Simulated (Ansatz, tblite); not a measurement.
Cost and result up the ladder for the cluster Ca₂Cl₂⁺ (4 atoms). Charge 1, multiplicity 2. Geometry: r2SCAN-D4/def2-TZVP.

```xyz
4

Ca    0.088   -0.986    1.604
Ca   -0.087    0.985   -1.603
Cl    0.037   -1.510   -0.930
Cl   -0.038    1.511    0.929
```

Ansatz on 4 threads of Arm Neoverse V1 on a shared host; xTB runs through tblite on one thread. Times are rough, summed over both states, and most runs start from the orbitals of an earlier one. B2PLYP/def2-TZVP serves as the yardstick here, not as an exact answer. The other state is a quartet at its own geometry, which has other bonds, so the gap mixes isomer and spin.

The xTB rows come from tblite. Correlated methods freeze 20 core orbitals; core or outer-core shells of Ca are correlated, in sets that lack core-valence functions. In CCSD on the charge 1 doublet the largest single amplitude is 0.46, so its Hartree–Fock determinant may place the open shell otherwise than the density functionals do. In the quartet, Cl3 and Cl4 lie 2.62 Å apart (atoms count from 1), so these atoms are partly bonded to each other. The structure comes from a short search, and lower isomers may exist.

Run but left out: HF/STO-3G, HF/def2-TZVP, HF/def2-TZVPP, MP2/def2-TZVP, MP2/def2-TZVPP (doublet: a determinant that CCSD turns far, T1 0.060).

Correlated methods converge slowly with the basis.

xTB has no spin-polarisation term.

```json
{"level": "GFN1-xTB", "functions": "36", "wall time": "0.01 s", "quartet − doublet (eV)": "3.74", "difference from B2PLYP/def2-TZVP (eV)": "-0.71", "remarks": "–"}
{"level": "GFN2-xTB", "functions": "36", "wall time": "0.013 s", "quartet − doublet (eV)": "2.27", "difference from B2PLYP/def2-TZVP (eV)": "-2.18", "remarks": "–"}
{"level": "revPBE-D4/def2-TZVP", "functions": "146", "wall time": "5.8 s", "quartet − doublet (eV)": "4.36", "difference from B2PLYP/def2-TZVP (eV)": "-0.09", "remarks": "–"}
{"level": "PBE-D4/def2-TZVP", "functions": "146", "wall time": "5.9 s", "quartet − doublet (eV)": "4.47", "difference from B2PLYP/def2-TZVP (eV)": "0.02", "remarks": "–"}
{"level": "RPA@PBE/def2-TZVP", "functions": "146", "wall time": "8.8 s", "quartet − doublet (eV)": "3.95", "difference from B2PLYP/def2-TZVP (eV)": "-0.50", "remarks": "–"}
{"level": "PBE0-D4/def2-TZVP", "functions": "146", "wall time": "9.3 s", "quartet − doublet (eV)": "4.49", "difference from B2PLYP/def2-TZVP (eV)": "0.04", "remarks": "–"}
{"level": "BHLYP-D4/def2-TZVP (with forces)", "functions": "146", "wall time": "11 s", "quartet − doublet (eV)": "4.43", "difference from B2PLYP/def2-TZVP (eV)": "-0.02", "remarks": "–"}
{"level": "B2PLYP/def2-TZVP", "functions": "146", "wall time": "12 s", "quartet − doublet (eV)": "4.45", "difference from B2PLYP/def2-TZVP (eV)": "0.00", "remarks": "–"}
{"level": "r2SCAN-D4/def2-TZVP", "functions": "146", "wall time": "18 s", "quartet − doublet (eV)": "4.57", "difference from B2PLYP/def2-TZVP (eV)": "0.12", "remarks": "–"}
{"level": "B97M-V/def2-TZVP", "functions": "146", "wall time": "25 s", "quartet − doublet (eV)": "4.91", "difference from B2PLYP/def2-TZVP (eV)": "0.46", "remarks": "–"}
{"level": "ωB97X-V/def2-TZVP", "functions": "146", "wall time": "34 s", "quartet − doublet (eV)": "4.51", "difference from B2PLYP/def2-TZVP (eV)": "0.06", "remarks": "–"}
{"level": "CCSD(T)/def2-TZVPP", "functions": "156", "wall time": "2.4 min", "quartet − doublet (eV)": "4.31", "difference from B2PLYP/def2-TZVP (eV)": "-0.14", "remarks": "large T1 (0.060) (doublet)"}
```
